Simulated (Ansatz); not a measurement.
```yaml
crystal:
  periodic: [false, false, false]
  atoms:
    - {symbol: C, position_ang: [-0.163423, 1.854785, -0.807884]}
    - {symbol: Ge, position_ang: [-0.990200, 0.620776, 0.450504]}
    - {symbol: N, position_ang: [-0.456228, -1.105715, 0.074696]}
    - {symbol: Si, position_ang: [1.115343, -1.755458, 0.291146]}
    - {symbol: H, position_ang: [-0.461759, 1.603898, -1.826452]}
    - {symbol: H, position_ang: [-0.463553, 2.881716, -0.592066]}
    - {symbol: H, position_ang: [0.923024, 1.786961, -0.734081]}
    - {symbol: H, position_ang: [-0.582489, 0.985611, 1.894015]}
    - {symbol: H, position_ang: [-2.525858, 0.622879, 0.326605]}
    - {symbol: H, position_ang: [-1.212106, -1.739629, -0.133001]}
    - {symbol: H, position_ang: [1.579421, -2.511373, -0.906355]}
    - {symbol: H, position_ang: [2.025896, -0.600394, 0.520568]}
    - {symbol: H, position_ang: [1.232431, -2.678953, 1.457205]}
basis:
  gaussian: {orbitals: def2-mTZVP}
magnetization: {spin_polarized: true, initial_magnetization: 2}
hamiltonian: {xc: {name: rPW86-PBE}}
output: {forces: true}
```

```sh
$ ansatz run in.yaml --threads 4 --pin off --events-out ev --progress --plain --max-ram 10444MiB
```

It prints (some lines left out):

```
Functional definition: rPW86-PBE
1275 factors; their error is unknown
mean field evaluation 1: about -67077.2376 eV, gradient 7.5e1 eV
mean field evaluation 2: about -66965.0850 eV, gradient 1.4e2 eV
mean field evaluation 4: about -67088.3117 eV, gradient 4.7e1 eV
mean field evaluation 8: about -67102.1957 eV, gradient 1.3e0 eV
mean field evaluation 16: about -67102.1629 eV, gradient 2.8e-3 eV
mean field -67102.16294956 eV, -2465.9590049166 hartree, gradient 5.0e-5 eV, S^2 2.003315; 4 other end points of the search recorded, 0 dependent functions left out
reference -67102.16309084 eV, -2465.9590101088 hartree; 35, 33 occupied and 88, 90 virtual orbitals, 1275 factors
Total energy: -67102.16309084 eV, -2465.9590101088 hartree
Atom 0 at    -0.163423     1.854785    -0.807884 Å, force     0.405467     0.568230    -0.466121 eV/Å
Atom 1 at    -0.990200     0.620776     0.450504 Å, force    -1.124570     2.262621     0.822391 eV/Å
Atom 2 at    -0.456228    -1.105715     0.074696 Å, force    -0.402740    -0.115212    -0.018451 eV/Å
Atom 3 at     1.115343    -1.755458     0.291146 Å, force     3.090758    -1.239090     0.184665 eV/Å
Atom 4 at    -0.461759     1.603898    -1.826452 Å, force    -0.044922    -0.042870    -0.088934 eV/Å
Atom 5 at    -0.463553     2.881716    -0.592066 Å, force    -0.076760     0.135945     0.021852 eV/Å
Atom 6 at     0.923024     1.786961    -0.734081 Å, force     0.065902    -0.015986    -0.011986 eV/Å
Atom 7 at    -0.582489     0.985611     1.894015 Å, force     0.078340     0.042818     0.169928 eV/Å
Atom 8 at    -2.525858     0.622879     0.326605 Å, force    -0.094411    -0.026689    -0.006235 eV/Å
Atom 9 at    -1.212106    -1.739629    -0.133001 Å, force    -1.432799    -1.537440    -0.639300 eV/Å
Atom 10 at     1.579421    -2.511373    -0.906355 Å, force    -0.121089    -0.079967    -0.123597 eV/Å
Atom 11 at     2.025896    -0.600394     0.520568 Å, force    -0.189793     0.151609     0.032378 eV/Å
Atom 12 at     1.232431    -2.678953     1.457205 Å, force    -0.153384    -0.103969     0.123411 eV/Å
Dipole moment:    -0.136547     0.389236    -0.101642 e Å
```

It took 4.2 s on 4 threads of an Intel Xeon 6975P-C on a shared host, with 0.38 GiB of host memory at the peak.
